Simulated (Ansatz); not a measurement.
Compare A (`C=C[Si](C)(N)O`) with its isomer B (`C=C[SiH](N)OC`).

Gas-phase electronic energies from Ansatz, PBE0-D4/def2-TZVP geometries. CCSD(T)/CBS is the MP2 limit (def2-TZVPP, def2-QZVPP) plus CCSD(T) − MP2 in def2-TZVPP, frozen cores. DFT in def2-TZVPP. B3LYP here is the variant with VWN-RPA as its local correlation; programs differ in this. Each species was taken in one conformer, which may not be the lowest.

(1) Which isomer does CCSD(T)/CBS put lower? Give the gap. (An estimate is asked.)

(2) Give E(B) − E(A) in kcal/mol with ωB97M-V, CCSD(T)/def2-TZVPP, PBE0-D4, B3LYP, B2PLYP, MP2/def2-TZVPP, r2SCAN-D4. (An estimate is asked.)

Largest T1 diagnostic: 0.011.

Answers

(1) The calculation gave: A, by 24.2 kcal/mol.

(2) Computed: ωB97M-V 23.7, CCSD(T)/def2-TZVPP 23.5, PBE0-D4 23.6, B3LYP 21.4, B2PLYP 22.6, MP2/def2-TZVPP 25.0, r2SCAN-D4 24.2. None reverses the order clearly.

In def2-TZVPP, CCSD(T) changes the Hartree–Fock value by +3.8 kcal/mol (the triples alone add +0.3 kcal/mol) and MP2 by +5.3 kcal/mol. The D4 term adds +0.7 kcal/mol with B3LYP and +0.4 kcal/mol with PBE0; it sums over pairs of atoms, weighted by their polarisabilities, and B3LYP, whose exchange is more repulsive, gets the larger term.
